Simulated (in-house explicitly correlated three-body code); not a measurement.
Computed with an exponentially correlated three-body code. Model: two electrons around a point charge, non-relativistic, variational in 260 exponentially correlated functions (energies converged to about 1e-7 hartree, or 1e-8 relative for large Z).

For two electrons in a singlet the Kohn-Sham orbital is the square root of half the density, so the exact Kohn-Sham potential and energy parts follow from the density alone, and exchange is minus half the Hartree energy. The Kohn-Sham level equals minus the binding energy of the second electron.

Command:
```bash
python run_hyl.py task.json out
```
Settings (lengths in bohr, energies in hartree):
```
Z                      1.2
interaction_strength   1
functions              260
states_tried           13
```

Time taken, with all properties: 67 s on 1 thread of Arm Neoverse N1, on a shared host.

**Those bound S and P states to n = 4 that converged, binding against the one-electron ion.**

Given: nuclear charge 1.2.

Computed: one-electron threshold -0.72 hartree.

```tsv
term	energy (hartree)	binding (eV)	quantum defect
1 1S	-0.842276769	3.3273	0.59557
2 3S	-0.731073729	0.30133	0.6561
2 1S	-0.728381595	0.22807	0.45527
2 3P	-0.725092745	0.13858	0.018295
2 1P	-0.725021732	0.13665	0.0043322
3 3S	?	?	?
4 1S	-0.721582795	0.04307	0.4453
```

(1) What belongs in the row 3 3S?

**Converged states only, values per electron or pair.**

```json
{"term": "1 1S", "mean r (bohr)": "1.8968", "mean r squared (bohr²)": "5.2933", "mean inverse r (1/bohr)": "0.88783", "mean r12 (bohr)": "3.0073", "mean inverse r12 (1/bohr)": "0.44624", "mean cosine": "-0.098275", "mean p1 dot p2 (bohr⁻²)": "0.058204", "delta r1 (bohr⁻³)": "0.31338", "delta r12 (bohr⁻³)": "0.0089267"}
{"term": "2 3S", "mean r (bohr)": "7.4812", "mean r squared (bohr²)": "115.77", "mean inverse r (1/bohr)": "0.64722", "mean r12 (bohr)": "13.798", "mean inverse r12 (1/bohr)": "0.091175", "mean cosine": "-0.010952", "mean p1 dot p2 (bohr⁻²)": "0.00067703", "delta r1 (bohr⁻³)": "0.27618", "delta r12 (bohr⁻³)": "-"}
{"term": "2 1S", "mean r (bohr)": "?", "mean r squared (bohr²)": "?", "mean inverse r (1/bohr)": "?", "mean r12 (bohr)": "?", "mean inverse r12 (1/bohr)": "?", "mean cosine": "?", "mean p1 dot p2 (bohr⁻²)": "?", "delta r1 (bohr⁻³)": "?", "delta r12 (bohr⁻³)": "?"}
{"term": "2 3P", "mean r (bohr)": "12.803", "mean r squared (bohr²)": "358.8", "mean inverse r (1/bohr)": "0.6258", "mean r12 (bohr)": "24.4", "mean inverse r12 (1/bohr)": "0.051743", "mean cosine": "-0.004348", "mean p1 dot p2 (bohr⁻²)": "-0.00036133", "delta r1 (bohr⁻³)": "0.27491", "delta r12 (bohr⁻³)": "-"}
{"term": "2 1P", "mean r (bohr)": "13.06", "mean r squared (bohr²)": "372.39", "mean inverse r (1/bohr)": "0.62511", "mean r12 (bohr)": "24.912", "mean inverse r12 (1/bohr)": "0.050227", "mean cosine": "-0.0035825", "mean p1 dot p2 (bohr⁻²)": "0.0002618", "delta r1 (bohr⁻³)": "0.27499", "delta r12 (bohr⁻³)": "8.6753e-07"}
{"term": "3 3S", "mean r (bohr)": "21.376", "mean r squared (bohr²)": "990.37", "mean inverse r (1/bohr)": "0.61656", "mean r12 (bohr)": "41.529", "mean inverse r12 (1/bohr)": "0.032495", "mean cosine": "-0.0021238", "mean p1 dot p2 (bohr⁻²)": "0.00012949", "delta r1 (bohr⁻³)": "0.27525", "delta r12 (bohr⁻³)": "-"}
{"term": "4 1S", "mean r (bohr)": "48.074", "mean r squared (bohr²)": "5076.8", "mean inverse r (1/bohr)": "0.60742", "mean r12 (bohr)": "94.909", "mean inverse r12 (1/bohr)": "0.01464", "mean cosine": "-0.00057436", "mean p1 dot p2 (bohr⁻²)": "8.2365e-05", "delta r1 (bohr⁻³)": "0.2751", "delta r12 (bohr⁻³)": "1.3163e-05"}
```

(2) What belongs in the row 2 1S?

**Exact Kohn-Sham parts of the ground state from its density.**

Computed: total energy -0.842276769 hartree; Hartree energy 1.035 hartree; exchange energy -0.51749 hartree; DFT correlation energy -0.040467 hartree; kinetic part of the DFT correlation energy 0.030778 hartree; potential part of the DFT correlation energy -0.071244 hartree; exact minus restricted Hartree-Fock -0.039872 hartree; Kohn-Sham level -3.3273 eV.

(3) What is the Kohn-Sham kinetic?

(4) What is the restricted Hartree-Fock level?

**Functionals on the exact density and self-consistent, errors are functional minus exact, hybrids only self-consistent, a dash where a self-consistent run leaves the top level unbound.**

```tsv
result	exchange error (millihartree)	correlation error (millihartree)	functional driven error (millihartree)	self consistent total error (millihartree)	top level plus exact binding (eV)
wB97X	-	-	-	-3.2253	0.0050333
BP86	-8.2054	-0.95279	-9.1582	-	-
PBE	-2.7329	5.4054	2.6725	-	-
BLYP	-8.2054	5.5008	-2.7047	-	-
SCAN	-7.6411	7.5629	-0.078143	-	-
AM05	49.635	-32.013	17.622	-	-
LDA VWN5	66.915	-43.183	23.731	-	-
HSE06	-	-	-	2.7939	2.9263
revTPSS	-6.7602	0.35009	-6.4101	-	-
RPBE	?	?	?	-	-
B3LYP VWN-RPA	-	-	-	?	?
PBE0	-	-	-	3.2643	2.5263
LDA PW92	66.915	-43.113	23.802	-	-
r2SCAN0	-	-	-	1.7901	2.3669
PBEsol	22.096	-3.0547	19.041	-	-
TPSS	-7.6301	3.9527	-3.6774	-	-
r2SCAN	-7.6411	7.5629	-0.078143	-	-
M06-L	-8.2226	7.5985	-0.6241	-	-
PW91	-4.3214	3.3713	-0.95008	-	-
OLYP	-7.5715	5.5008	-2.0708	-	-
```

(5) What belongs in the row RPBE?

(6) What belongs in the row B3LYP VWN-RPA?

Results:

(1) energy (hartree): -0.723622655; binding (eV): 0.098577; quantum defect: 0.65036.

(2) mean r (bohr): 9.7121; mean r squared (bohr²): 197.02; mean inverse r (1/bohr): 0.63598; mean r12 (bohr): 18.234; mean inverse r12 (1/bohr): 0.069597; mean cosine: -0.0066435; mean p1 dot p2 (bohr⁻²): 0.00099173; delta r1 (bohr⁻³): 0.27588; delta r12 (bohr⁻³): 0.00015676.

(3) 0.8115 hartree.

(4) -3.8026 eV.

(5) exchange error (millihartree): -12.179; correlation error (millihartree): 5.4054; functional driven error (millihartree): -6.7732.

(6) self consistent total error (millihartree): -10.981; top level plus exact binding (eV): 2.6337.

The correlation energy of density-functional theory lies 0.59 millihartree below exact minus Hartree-Fock, because the Hartree-Fock density, unlike the exact one, minimises the Hartree-Fock energy.
